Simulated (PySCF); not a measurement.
Molecule: `O[SiH2]O[SiH3]`, H₆O₂Si₂.

Atoms are numbered as in `[OH:1][SiH2:2][O:3][SiH3:4]`; H(Xn) means a hydrogen on atom n.

Geometry PBE0-D3(BJ)/def2-SVP throughout; GIAO in PySCF, gas phase, one conformer, non-relativistic; equivalent atoms averaged; functional PBE0.

(1) How do the absolute shieldings σ depend on the basis set? (ppm; last column core-seconds on shared hosts with different chips, so compare them loosely)

(2) Which nucleus moves most, in ppm?

(3) Taking the largest basis, IGLO-III (218 functions), as the yardstick, rank the others by their worst heavy-atom deviation.

Results:

(1) 
```
    basis set  functions     O1     O3    Si2    Si4  H(Si2)  H(Si4)  H(O1)  core-s
     pcSseg-0         56  298.6  335.9  395.0  420.6   27.07   27.27  31.65       3
       6-31G*         76  278.0  288.4  433.4  434.0   26.74   26.61  30.36     4.7
      cc-pVDZ         94  289.0  297.7  451.1  456.0   26.40   26.24  29.89     5.6
     def2-SVP         94  287.4  294.2  450.8  455.4   26.47   26.30  29.74     5.1
     pcSseg-1        112  276.1  290.9  386.5  394.3   26.39   26.21  29.38       6
  aug-cc-pVDZ        154  282.0  295.0  440.2  451.4   26.13   26.11  30.14      15
6-311+G(2d,p)        160  269.1  278.3  379.4  388.8   26.27   26.13  30.24      12
    def2-TZVP        172  269.9  274.7  369.7  378.7   26.26   26.12  30.03      14
      cc-pVTZ        212  276.1  284.2  387.6  398.6   26.22   26.13  29.63      25
     IGLO-III        218  267.2  274.4  385.4  393.4   26.22   26.10  29.90      23
```

(2) Si2 (silicon bonded to 2 O, 2 H): from 369.7 ppm with def2-TZVP to 451.1 ppm with cc-pVDZ. The smallest spread is 0.95 ppm, at H(Si2).

(3) 6-311+G(2d,p) 6.0 ppm (160 functions), cc-pVTZ 9.8 ppm (212 functions), def2-TZVP 15.7 ppm (172 functions), pcSseg-1 16.6 ppm (112 functions), 6-31G* 48.1 ppm (76 functions), aug-cc-pVDZ 57.9 ppm (154 functions), pcSseg-0 61.5 ppm (56 functions), def2-SVP 65.4 ppm (94 functions), cc-pVDZ 65.8 ppm (94 functions).

A small basis that lands close on one nucleus may do so by chance; judge by the trend and by all nuclei.
